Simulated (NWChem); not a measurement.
The numbers come from NWChem runs, not from measurements. System: FIn, charge 0, spin multiplicity 1, at a geometry optimised with B3LYP/def2-SVP with def2 effective core potentials on In. The structure started from a generated list of species. Level: TD-BHandHLYP/def2-SVPD with def2 effective core potentials on In.

Job file:

```
start mol
memory heap 200 mb stack 900 mb global 1100 mb
geometry units angstroms nocenter noautoz
  In     0.000000     0.000000    -0.311099
  F      0.000000     0.000000     1.693760
  symmetry group C2v
end
basis spherical
  * library def2-svpd
end
ecp
  In library def2-ecp
end
dft
  xc bhlyp
  semidirect memsize 60000000 filesize 0
  iterations 100
end
tddft
  rpa
  nroots 5
  notriplet
  thresh 1e-4
end
task tddft energy
```

Part of the output:

```
             Northwest Computational Chemistry Package (NWChem) 7.3.0
             --------------------------------------------------------

                                NWChem Input Module
                                -------------------

 Scaling coordinates for geometry "geometry" by  1.889725989
 (inverse scale =  0.529177249)

 Turning off AUTOSYM since
 SYMMETRY directive was detected!

                             Geometry "geometry" -> ""
                             -------------------------

 Output coordinates in angstroms (scale by  1.889725989 to convert to a.u.)

  No.       Tag          Charge          X              Y              Z
 ---- ---------------- ---------- -------------- -------------- --------------
    1 In                  49.0000     0.00000000     0.00000000    -0.31109900
    2 F                    9.0000     0.00000000     0.00000000     1.69376000

 Effective nuclear repulsion energy (a.u.)     116.4007876907

            Nuclear Dipole moment (a.u.)
            ----------------------------
        X                 Y               Z
 ---------------- ---------------- ----------------
     0.0000000000     0.0000000000    -0.0000207870

      Symmetry information
      --------------------

 Group name             C2v
 Group number             16
 Group order               4
 No. of unique centers     2

      Symmetry unique atoms

     1    2


 Summary of "ao basis" -> "" (spherical)
 ------------------------------------------------------------------------------
       Tag                 Description            Shells   Functions and Types
 ---------------- ------------------------------  ------  ---------------------
 *                         def2-svpd                  on all atoms

                                 NWChem DFT Module
                                 -----------------

 Summary of "ao basis" -> "ao basis" (spherical)
 ------------------------------------------------------------------------------
       Tag                 Description            Shells   Functions and Types
 ---------------- ------------------------------  ------  ---------------------
 In                        def2-svpd                12       32   5s4p3d
 F                         def2-svpd                 9       23   4s3p2d

 Summary of "ao basis" -> "ao basis" (spherical)
 ------------------------------------------------------------------------------
       Tag                 Description            Shells   Functions and Types
 ---------------- ------------------------------  ------  ---------------------
 In                        def2-svpd                12       32   5s4p3d
 F                         def2-svpd                 9       23   4s3p2d

      Symmetry analysis of basis
      --------------------------

        a1         26
        a2          5
        b1         12
        b2         12

            General Information
            -------------------
          SCF calculation type: DFT
          Wavefunction type:  closed shell.
          No. of atoms     :     2
          No. of electrons :    30
           Alpha electrons :    15
            Beta electrons :    15
          Charge           :     0
          Spin multiplicity:     1
          Use of symmetry is: off; symmetry adaption is: on
          Maximum number of iterations: 100
          AO basis - number of functions:    55
                     number of shells:    21
          Convergence on energy requested:  1.00D-06
          Convergence on density requested:  1.00D-05
          Convergence on gradient requested:  5.00D-04

              XC Information
              --------------
                        BHLYP Method XC Functional
                     Hartree-Fock (Exact) Exchange  0.500
                        Slater Exchange Functional  0.500 local
                    Becke 1988 Exchange Functional  0.500 non-local
              Lee-Yang-Parr Correlation Functional  1.000

             Grid Information
             ----------------
          Grid used for XC integration:  medium
          Radial quadrature: Mura-Knowles
          Angular quadrature: Lebedev.
          Tag              B.-S. Rad. Rad. Pts. Rad. Cut. Ang. Pts.
          ---              ---------- --------- --------- ---------
          In                  1.55      123          10.0       590
          F                   0.50       49          11.0       434
          Grid pruning is: on
          Number of quadrature shells:   172
          Spatial weights used:  Erf1

          Convergence Information
          -----------------------
          Convergence aids based upon iterative change in
          total energy or number of iterations.
          Levelshifting, if invoked, occurs when the
          HOMO/LUMO gap drops below (HL_TOL):  1.00D-02
          DIIS, if invoked, will attempt to extrapolate
          using up to (NFOCK): 10 stored Fock matrices.

                    Damping( 0%)  Levelshifting(0.5)       DIIS
                  --------------- ------------------- ---------------
          dE  on:    start            ASAP                start
          dE off:    2 iters        100 iters           100 iters

      Screening Tolerance Information
      -------------------------------
          Density screening/tol_rho:  1.00D-10
          AO Gaussian exp screening on grid/accAOfunc:  14
          CD Gaussian exp screening on grid/accCDfunc:  20
          XC Gaussian exp screening on grid/accXCfunc:  20
          Schwarz screening/accCoul:  1.00D-08

      Superposition of Atomic Density Guess
      -------------------------------------
[...]
     ---------------------------------

     L   x y z        total         alpha         beta         nuclear
     -   - - -        -----         -----         ----         -------
     0   0 0 0      0.000000    -15.000000    -15.000000     30.000000

     1   1 0 0     -0.000000     -0.000000     -0.000000      0.000000
     1   0 1 0      0.000000      0.000000      0.000000      0.000000
     1   0 0 1     -1.411442     -8.936197     -8.936197     16.460951

     2   2 0 0    -18.814171     -9.407086     -9.407086      0.000000
     2   1 1 0      0.000000      0.000000      0.000000      0.000000
     2   1 0 1      0.000000      0.000000      0.000000      0.000000
     2   0 2 0    -18.814171     -9.407086     -9.407086      0.000000
     2   0 1 1     -0.000000     -0.000000     -0.000000      0.000000
     2   0 0 2    -26.751025    -63.105870    -63.105870     99.460715

                                NWChem TDDFT Module
                                -------------------

            General Information
            -------------------
           No. of orbitals :     110
            Alpha orbitals :      55
             Beta orbitals :      55
        Alpha frozen cores :       0
         Beta frozen cores :       0
     Alpha frozen virtuals :       0
      Beta frozen virtuals :       0
         Spin multiplicity :       1
    Number of AO functions :      55
        Use of symmetry is : off
      Symmetry adaption is : on
         Schwarz screening :  0.10D-07

              XC Information
              --------------
                 BHLYP Method XC Functional
              Hartree-Fock (Exact) Exchange   0.50
                 Slater Exchange Functional   0.50 local
             Becke 1988 Exchange Functional   0.50 non-local
       Lee-Yang-Parr Correlation Functional   1.00

             TDDFT Information
             -----------------
          Calculation type : TDDFT
         Wavefunction type : Restricted singlets
          No. of electrons :      30
           Alpha electrons :      15
            Beta electrons :      15
              No. of roots :       5
          Max subspacesize :    5000
            Max iterations :     100
               Target root :       1
           Target symmetry : none
      Symmetry restriction : off
                 Algorithm : Optimal
        Davidson threshold :  0.10D-03

            Memory Information
            ------------------
          Available GA space size is         144176175 doubles
          Available MA space size is          50650932 doubles
          Length of a trial vector is          600
          Algorithm : Incore multiple tensor contraction
          Estimated peak GA usage is          12139100 doubles
          Estimated peak MA usage is             18000 doubles

    5 smallest eigenvalue differences (eV)
--------------------------------------------------------
  No. Spin  Occ  Vir  Irrep   E(Occ)    E(Vir)   E(Diff)
--------------------------------------------------------
    1    1   15   16 b1       -0.316    -0.039     7.535
    2    1   15   17 b2       -0.316    -0.039     7.535
    3    1   15   18 a1       -0.316     0.022     9.180
    4    1   15   19 a1       -0.316     0.031     9.419
    5    1   14   16 a2       -0.420    -0.039    10.383
--------------------------------------------------------

  Entering Davidson iterations
  Restricted singlet excited states

  Iter   NTrls   NConv    DeltaV     DeltaE      Time
  ----  ------  ------  ---------  ---------  ---------
    1      5       0     0.18E+00   0.10+100        2.0
    2     15       0     0.82E-01   0.12E-01        2.7
    3     25       0     0.40E-01   0.34E-02        2.6
    4     35       0     0.52E-02   0.18E-02        2.6
    5     45       0     0.19E-02   0.33E-04        2.6
    6     55       2     0.43E-03   0.48E-05        2.6
    7     61       5     0.75E-04   0.58E-07        2.1
  ----  ------  ------  ---------  ---------  ---------
  Convergence criterion met

  Ground state a1       -289.850918387259 a.u.

  ----------------------------------------------------------------------------
  Root   1 singlet b1             0.200330814 a.u.                5.4513 eV
  ----------------------------------------------------------------------------
     Transition Moments    X -1.50209   Y  0.02854   Z  0.00000
     Transition Moments   XX -0.00000  XY  0.00000  XZ  2.42369
     Transition Moments   YY -0.00000  YZ -0.04605  ZZ -0.00000
     Dipole Oscillator Strength                    0.3014422258
     Electric Quadrupole                           0.0000002516
     Magnetic Dipole                               0.0000015265
     Total Oscillator Strength                     0.3014440038

          sigma_e =   2.2591 Angstrom
          sigma_h =   1.7712 Angstrom
         |d_h->e| =   0.3288 Angstrom
            d_exc =   2.8559 Angstrom
            d_CD1 =   0.8167 Angstrom
            d_CD2 =  -1.6864 Angstrom
            d_CD3 =   3.1847 Angstrom
     Pearson C.C. =   0.0240

     Occ.   12  a1  ---  Virt.   16  b1  -0.12952 X
     Occ.   15  a1  ---  Virt.   16  b1   0.99164 X
     Occ.   15  a1  ---  Virt.   16  b1  -0.08807 Y
  ----------------------------------------------------------------------------
  Root   2 singlet b2             0.200330815 a.u.                5.4513 eV
  ----------------------------------------------------------------------------
     Transition Moments    X  0.02854   Y  1.50209   Z  0.00000
     Transition Moments   XX -0.00000  XY  0.00000  XZ -0.04605
     Transition Moments   YY -0.00000  YZ -2.42369  ZZ -0.00000
     Dipole Oscillator Strength                    0.3014422271
     Electric Quadrupole                           0.0000002516
     Magnetic Dipole                               0.0000015265
     Total Oscillator Strength                     0.3014440052

          sigma_e =   2.2591 Angstrom
          sigma_h =   1.7712 Angstrom
         |d_h->e| =   0.3288 Angstrom
            d_exc =   2.8559 Angstrom
            d_CD1 =   0.8167 Angstrom
            d_CD2 =  -1.6864 Angstrom
            d_CD3 =   3.1847 Angstrom
     Pearson C.C. =   0.0240

     Occ.   12  a1  ---  Virt.   17  b2   0.12952 X
     Occ.   15  a1  ---  Virt.   17  b2  -0.99164 X
     Occ.   15  a1  ---  Virt.   17  b2   0.08807 Y
  ----------------------------------------------------------------------------
  Root   3 singlet a1             0.258181359 a.u.                7.0255 eV
  ----------------------------------------------------------------------------
     Transition Moments    X -0.00000   Y  0.00000   Z  1.67228
     Transition Moments   XX  0.25973  XY  0.00000  XZ  0.00000
     Transition Moments   YY  0.25973  YZ -0.00000  ZZ -4.19135
     Dipole Oscillator Strength                    0.4813370287
     Electric Quadrupole                           0.0000006052
     Magnetic Dipole                               0.0000000000
     Total Oscillator Strength                     0.4813376339

          sigma_e =   2.6252 Angstrom
          sigma_h =   1.7567 Angstrom
         |d_h->e| =   1.0819 Angstrom
            d_exc =   3.2030 Angstrom
            d_CD1 =   1.9504 Angstrom
            d_CD2 =  -1.1090 Angstrom
            d_CD3 =   4.2849 Angstrom
     Pearson C.C. =   0.0963

     Occ.   13  b1  ---  Virt.   16  b1   0.21526 X
     Occ.   14  b2  ---  Virt.   17  b2   0.21526 X
     Occ.   15  a1  ---  Virt.   18  a1  -0.94834 X
  ----------------------------------------------------------------------------
  Root   4 singlet a2             0.273921759 a.u.                7.4538 eV
  ----------------------------------------------------------------------------
     Transition Moments    X -0.00000   Y  0.00000   Z  0.00000
     Transition Moments   XX  0.00000  XY  0.00000  XZ -0.00000
     Transition Moments   YY -0.00000  YZ -0.00000  ZZ  0.00000
     Dipole Oscillator Strength                    0.0000000000
     Electric Quadrupole                           0.0000000000
     Magnetic Dipole                               0.0000000000
     Total Oscillator Strength                     0.0000000000

          sigma_e =   2.0931 Angstrom
          sigma_h =   0.8000 Angstrom
         |d_h->e| =   1.9095 Angstrom
            d_exc =   2.9438 Angstrom
            d_CD1 =   3.2026 Angstrom
            d_CD2 =   0.4630 Angstrom
            d_CD3 =   4.8533 Angstrom
     Pearson C.C. =   0.0005

     Occ.   13  b1  ---  Virt.   17  b2   0.69753 X
     Occ.   13  b1  ---  Virt.   23  b2   0.08711 X
     Occ.   13  b1  ---  Virt.   26  b2   0.05189 X
     Occ.   14  b2  ---  Virt.   16  b1  -0.69753 X
     Occ.   14  b2  ---  Virt.   22  b1   0.08711 X
     Occ.   14  b2  ---  Virt.   27  b1  -0.05189 X
  ----------------------------------------------------------------------------
  Root   5 singlet a2             0.275978952 a.u.                7.5098 eV
  ----------------------------------------------------------------------------
     Transition Moments    X  0.00000   Y -0.00000   Z  0.00000
     Transition Moments   XX  0.00000  XY -0.69108  XZ -0.00000
     Transition Moments   YY  0.00000  YZ  0.00000  ZZ  0.00000
     Dipole Oscillator Strength                    0.0000000000
     Electric Quadrupole                           0.0000000535
     Magnetic Dipole                               0.0000000000
     Total Oscillator Strength                     0.0000000535

          sigma_e =   2.0913 Angstrom
          sigma_h =   0.8009 Angstrom
         |d_h->e| =   1.8960 Angstrom
            d_exc =   2.9323 Angstrom
            d_CD1 =   3.1864 Angstrom
            d_CD2 =   0.4499 Angstrom
            d_CD3 =   4.8283 Angstrom
     Pearson C.C. =   0.0033

     Occ.   13  b1  ---  Virt.   17  b2  -0.69871 X
     Occ.   13  b1  ---  Virt.   23  b2  -0.08212 X
     Occ.   13  b1  ---  Virt.   26  b2  -0.05057 X
     Occ.   14  b2  ---  Virt.   16  b1  -0.69871 X
     Occ.   14  b2  ---  Virt.   22  b1   0.08212 X
     Occ.   14  b2  ---  Virt.   27  b1  -0.05058 X

              Target root =      1
          Target symmetry = none
      Ground state energy =   -289.850918387259
        Excitation energy =      0.200330814377
     Excited state energy =   -289.650587572882

  stored tddft:energy   -289.65058757288182

 Task  times  cpu:       18.2s     wall:       18.2s

 Total times  cpu:       18.2s     wall:       18.2s
```
